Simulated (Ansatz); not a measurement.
def2 core potentials replace the inner electrons of Sn.

B3LYP has the VWN-RPA correlation part, as in Gaussian. 

Cartesian coordinates (Å):
SMILES: C([CH2][Sn]([Cl])([Cl])[Cl])CC
```xyz
17

C     -2.7063     0.2595     0.1906
C     -1.4752    -0.0579    -0.6425
C     -0.1771     0.0541     0.1514
C      1.0493    -0.2654    -0.6911
Sn     2.8399    -0.0955     0.4621
Cl     3.0640     2.0654     1.3309
Cl     2.7832    -1.5441     2.2986
Cl     4.7972    -0.5657    -0.7239
H     -2.7962    -0.4264     1.0479
H     -2.6642     1.2848     0.5911
H     -3.6274     0.1716    -0.4044
H     -1.4252     0.6204    -1.5122
H     -1.5560    -1.0773    -1.0588
H     -0.0900     1.0734     0.5664
H     -0.2210    -0.6257     1.0202
H      1.0363    -1.2943    -1.0840
H      1.1686     0.4229    -1.5426
```
Charge 0, spin multiplicity 1.

Problem. Give the LUMO, hole reorganisation energy (four-point), adiabatic ionisation energy (no zero-point term), total energy and HOMO–LUMO gap at the level Ansatz (an electronic-structure program) with B3LYP-D3(BJ)/def2-TZVP // PBE0-D3(BJ)/def2-SVP.

Solution. 
| Quantity | Value |
|---|---|
| LUMO | -2.44 eV |
| hole reorganisation energy (four-point) | 1.297 eV |
| adiabatic ionisation energy (no zero-point term) | 9.56 eV |
| total energy | -47705.71 eV |
| HOMO–LUMO gap | 5.96 eV |
